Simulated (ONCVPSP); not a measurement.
## magnesium: one change to an ONCV potential, before and after

* Element: Mg (Z = 12)
* Generator: ONCVPSP 4.0.1
* Type: optimised norm-conserving Vanderbilt (ONCV)
* Functional: LDA (Perdew-Zunger)
* Relativity: scalar-relativistic
* Frozen core: [Ne]
* Valence charge: 2
* Reference configuration: 3s0.5 (charge +1.5)
* Partial waves: 3s: rc 2.20 bohr, ncon 4, nbas 7, qcut 2.4 1/bohr, 2 projectors, debl 2.1 Ha; p scattering state at 0.23 Ha: rc 2.05 bohr, ncon 4, nbas 9, qcut 4 1/bohr, 3 projectors, debl 3.6 Ha; d scattering state at 0.25 Ha: rc 1.80 bohr, ncon 3, nbas 7, qcut 6.3 1/bohr, 1 projector
* Local potential: polynomial inside 1.25 bohr (lpopt 5, dvloc0 0 Ha)
* Core correction: Teter function, fcfact 3.5, rcfact 1.55

In the p channel the program set the typed energies aside and used 0.050, 3.650, 7.250 Ha.

Change: local potential polynomial inside 1.20 bohr (lpopt 5, dvloc0 6 Ha).

Cutoffs: the cutoffs (Ha) at which the residual kinetic energy of the hardest occupied pseudo-wave falls to 1 and 0.1 mHa per electron; they do not see the model core or the augmentation charge, which bear on the density cutoff. Errors are all-electron minus pseudo energies relative to the spin-unpolarised reference configuration.

**Question.** What does the change do?

**Answer.** The potential gets neither clearly harder nor softer (9.4 Ha and 22 Ha → 9.4 Ha and 22 Ha); of the 4 tests that both files solve, the error grows in 1 and shrinks in 0 by more than 15 % and 0.3 meV (median size 18.0 → 18.1 meV); neither file shows a bound ghost.

| quantity | base | changed |
| --- | --- | --- |
| cutoff, loose | 9.4 Ha | 9.4 Ha |
| cutoff, tight | 22 Ha | 22 Ha |
| bound ghosts | none | none |
| GHOST(+) flags under 300 eV | s at 72.4 eV | none |
| error for 3s2, meV [ΔE -14.74 eV] | -47 | -48 |
| error for 3s1, meV [ΔE -6.66 eV] | -9.0 | -9.1 |
| error for 3s1.5, meV [ΔE -11.55 eV] | -27 | -27 |
| error for 3s0 3p2, meV [ΔE -7.47 eV] | -2.4 | -3.4 |
| s: phases at 2.23 bohr within 0.05 rad from the reference energy up to (Ha; the scan ends near 5) | 2.3 | 2.5 |
| p: phases at 2.09 bohr within 0.05 rad from the reference energy up to (Ha; the scan ends near 5) | to the end of the scan | to the end of the scan |
| d: phases at 1.83 bohr within 0.05 rad from the reference energy up to (Ha; the scan ends near 5) | 3.4 | 3.3 |
| rms error of d²Exc/dni dnj with the model core, mHa | 2.68 | 2.68 |
